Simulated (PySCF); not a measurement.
Species: C4H3F2O2 (doublet state).
Atom-mapped SMILES: `[O:1]=[C:2]1[CH2:3][C@@H:4]([F:5])[O:6][C:7]1[F:8]` (hydrogens: H9, H10 on C3; H11 on C4)

Computed, not measured: UKS B3LYP, pcH-1 on C F H O, non-relativistic, mean-field spin-orbit, GIAO (PySCF). Isolated species at its GFN2-xTB geometry, gas phase. A GFN2-xTB geometry isn't a minimum of the functional, and hyperfine couplings can be far from their values at a DFT geometry. No stability test was run, so a lower SCF solution isn't excluded.

Problem. Break the g tensor into its mass correction, gauge correction and orbital-Zeeman/spin–orbit terms.

Solution. 
```csv
Δg (ppt),1,2,3
relativistic mass correction,-0.27,-0.27,-0.27
gauge correction,-0.01,0.05,0.05
orbital Zeeman/spin–orbit,-0.09,3.75,6.38
total,-0.37,3.53,6.16
```

So g = 2.00195, 2.00585, 2.00848 and g_iso = 2.00543; the tensor is rhombic: the two nearest values differ by 40 % of g3 − g1. Axes: g2 points within 12° of the C7–F8 bond.

Problem. Average each term over the three axes. Which is largest in size?

Solution. The orbital-Zeeman/spin–orbit term 3.35, the mass correction -0.27 and the gauge correction 0.03 ppt, for a total of 3.11 ppt. The orbital-Zeeman/spin–orbit term is the largest in size. The mass correction is the same along every axis, so the anisotropy comes from the other two: their spans along these axes are 0.06 (gauge) and 6.47 ppt (orbital Zeeman/spin–orbit).

Problem. What are the electron Larmor frequencies g μB B/h along the three axes at 350 mT?

Solution. 9.8069, 9.8260, 9.8389 GHz for g1, g2 and g3, a range of 32.0 MHz.

Problem. What effective moment and Curie constant follow for a powder?

Solution. With the mean of g² = 4.0217 and S(S+1) = 0.75: μ_eff = √(⟨g²⟩S(S+1)) = 1.737 μB and χT = 0.12505·⟨g²⟩·S(S+1) = 0.377 cm³ K/mol (cgs; spin-Hamiltonian part alone).

Problem. In a frozen sample, at which fields do the three g values resonate at 9.5, 34, 94 and 263 GHz (hyperfine left aside), and which band first spreads them over more than twice a line width of 0.5 mT?

Solution. 
```csv
band,GHz,B(g3) mT,B(g2) mT,B(g1) mT,spread mT
X,9.5,337.94,338.39,339.05,1.10
Q,34.0,1209.48,1211.07,1213.43,3.95
W,94.0,3343.86,3348.25,3354.78,10.91
J,263.0,9355.70,9367.98,9386.23,30.53
```

The spread grows in proportion to the frequency. X band is the first where it exceeds 1.0 mT.

Largest spin populations (Mulliken): C7 (+0.54), O1 (+0.32) and O6 (+0.11). The angles at C7 add up to 359.9°, so it is planar.

The HOMO–LUMO gaps are 6.26 eV among the α and 4.20 eV among the β orbitals.
